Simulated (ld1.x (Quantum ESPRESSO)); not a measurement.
The numbers below are computed, except where a source is named.
## Pseudopotentials across the periodic table

Generated with ld1.x 7.5 (TM, RRKJ, ultrasoft, PAW), atompaw 4.2 or ONCVPSP 4.0.1. The cutoff is in Ry: for ld1.x and atompaw files where the sum of valence levels is converged to 10 mRy in a Bessel basis, for ONCV files where the hardest occupied wave has 1 mHa per electron of residual kinetic energy. The error is the largest all-electron minus pseudo excitation energy over each file’s own four to seven test configurations (ionisations up to +4, promotions, holes and added fractions of an electron), all of which were solved. The labels leave out finer settings (local radius, basis sizes, second energies), which also bear on the numbers. Spin-polarised tests are not counted. The rows are a selection from randomly drawn settings: files with unsolved tests, undetermined cutoffs or missed reference levels are left out.

| element | potential | cutoff (Ry) | largest error (meV) | bound ghosts |
| --- | --- | --- | --- | --- |
| B | TM, PBE, scalar-relativistic, rc 1.20/3.50 (sp), local s, core correction no, reference 2s1.5 2p0 | 21 | +683 | none |
| Sc | TM, BP86, scalar-relativistic, rc 1.50/1.45/1.60 (spd), local s, core correction no, reference 3s2 3p6 3d0 4s0 4p0 | 55 | +1036 | none |
| Se | RRKJ, PBE, non-relativistic, rc 1.40/1.85/0.95 (spd), local s, core correction yes, reference 3d10 4s2 4p4 | 260 | -1270 | none |

(1) Fill in the row for Hf: RRKJ, PBEsol, scalar-relativistic, rc 2.90/4.20/2.65 (spd), local s, core correction yes, reference 5d2.5 6s1.5 6p0.

(2) Fill in the row for Sn: PAW, Wu–Cohen, scalar-relativistic, rc 1.80/3.00/1.05 (spd), local smoothed, core correction yes, reference 4d10 5s1.5 5p2.5.

(3) Fill in the row for Co: PAW, LDA (PZ), scalar-relativistic, rc 2.25/3.55/0.90 (spd), local smoothed, core correction yes, reference 3d7 4s2 4p0.

## Answers

(1) cutoff 18 Ry, largest error -383 meV, bound ghosts: none.

(2) cutoff 110 Ry, largest error -16 meV, bound ghosts: none.

(3) cutoff 140 Ry, largest error -246 meV, bound ghosts: none.
